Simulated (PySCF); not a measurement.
Computed shifts of a molecule C2H7NSi2, PBE/pcSseg-1 (PySCF), GIAO, gas phase, atoms alike by connectivity averaged where their shifts nearly agree, in ppm (number of nuclei): ¹⁵N: 304.3 (1). ¹³C: 119.8 (1), 0.9 (1). ²⁹Si: -64.2 (1), -112.7 (1). ¹H: 4.53 (1), 4.39 (1), 3.99 (3), 2.23 (1), 1.83 (1). References: ¹⁵N against NH3 (σ = 267.0 ppm); ¹³C against TMS (σ = 182.0 ppm); ²⁹Si against TMS (σ = 335.4 ppm); ¹H against TMS (σ = 31.49 ppm), references at their B3LYP-D3(BJ)/def2-TZVP geometries, non-relativistic. The structure is a stationary point at B3LYP-D3(BJ)/def2-SVP. One conformer was computed; it need not be the lowest.

### Question
Which molecule gave these data?
A) C#C[Si@@H](N)[SiH3]
B) [SiH3]C1=N[SiH2]C1
C) C[Si@@H]1C=N[SiH2]1
D) N#CC[SiH2][SiH3]

### Answer
D, N#CC[SiH2][SiH3]
